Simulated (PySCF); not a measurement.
This PySCF input asks for the NMR shieldings of `[CH3][Ge]([CH3])([CH3])[CH3]`, C4H12Ge; the geometry comes from GFN2-xTB.

```python
import basis_set_exchange as bse
import numpy as np
from pyscf import gto, dft
from pyscf.prop import nmr

atoms = """
C    -0.472545   -0.999334   -1.654053
Ge   -0.001413   -0.000896   -0.001443
C    -0.021557    1.950221   -0.378336
C    -1.321610   -0.411909    1.425800
C     1.813589   -0.537703    0.603765
H    -1.462241   -0.720982   -2.003807
H    -0.466470   -2.070186   -1.473759
H     0.236597   -0.787228   -2.448641
H     0.240017    2.516916    0.510297
H    -1.006170    2.271200   -0.705315
H     0.690923    2.199874   -1.158873
H    -2.323316   -0.125823    1.119660
H    -1.327916   -1.474153    1.651505
H    -1.082142    0.126793    2.337803
H     1.850668   -1.601541    0.818389
H     2.554970   -0.320949   -0.159590
H     2.091618   -0.002271    1.506687
"""
names = dict.fromkeys(["C", "Ge", "H"], "pcSseg-1")
basis = {el: gto.basis.parse(bse.get_basis(n, elements=[el], fmt="nwchem")) for el, n in names.items()}
mol = gto.M(atom=atoms, basis=basis, charge=0, verbose=0)
mf = dft.RKS(mol, xc="PBE0")
mf.grids.level = 2
mf.grids.alignment = dft.numint.BLKSIZE   # the property module wants whole blocks of grid points
mf.conv_tol = 1e-9
mf.kernel()

calc = nmr.RKS(mf)   # GIAO
C = mf.mo_coeff
Co = C[:, mf.mo_occ > 0]
resp = mf.gen_response(singlet=True, hermi=2)
def vind(x):   # induced exchange potential for any number of trial vectors
    d = np.einsum("pi,xij,qj->xpq", C, 2 * x.reshape(-1, C.shape[1], Co.shape[1]), Co, optimize=True)
    return np.einsum("xpq,pi,qj->xij", resp(d - d.transpose(0, 2, 1)), C, Co, optimize=True).ravel()
mo1, _ = nmr.rhf.solve_mo1(calc, with_cphf=vind)
sigma = calc.kernel(mo1)
for i, s in enumerate(sigma):   # ppm
    w = np.linalg.eigvalsh((s + s.T) / 2)
    print("%2d %-2s iso %8.1f  s11 %8.1f  s22 %8.1f  s33 %8.1f" % (i, mol.atom_pure_symbol(i), w.mean(), *w))
```

Question: What are the results?

Answer: 
```
 0 C  iso    186.9  s11    182.9  s22    183.0  s33    194.8
 1 Ge iso   1331.0  s11   1330.2  s22   1331.1  s33   1331.6
 2 C  iso    186.8  s11    182.9  s22    182.9  s33    194.7
 3 C  iso    186.9  s11    182.9  s22    183.0  s33    194.7
 4 C  iso    186.8  s11    182.9  s22    182.9  s33    194.7
 5 H  iso     31.6  s11     26.5  s22     28.6  s33     39.6
 6 H  iso     31.6  s11     26.5  s22     28.6  s33     39.6
 7 H  iso     31.6  s11     26.5  s22     28.6  s33     39.6
 8 H  iso     31.6  s11     26.5  s22     28.6  s33     39.6
 9 H  iso     31.6  s11     26.5  s22     28.6  s33     39.6
10 H  iso     31.6  s11     26.5  s22     28.6  s33     39.6
11 H  iso     31.6  s11     26.5  s22     28.6  s33     39.6
12 H  iso     31.6  s11     26.5  s22     28.6  s33     39.6
13 H  iso     31.6  s11     26.5  s22     28.6  s33     39.6
14 H  iso     31.6  s11     26.5  s22     28.6  s33     39.6
15 H  iso     31.6  s11     26.5  s22     28.6  s33     39.6
16 H  iso     31.6  s11     26.5  s22     28.6  s33     39.6
```

These numbers come from an equivalent density-fitted implementation of the same equations, which agrees with the script to about 0.01 ppm for H and up to a few tenths of a ppm for heavy atoms, so last digits may differ.

Relativistic effects, spin–orbit coupling among them, are left out; they matter for Ge and for the light atoms bonded to it.

Size and cost of the density-fitted run: 169 basis functions, of the order of 20 core-seconds.
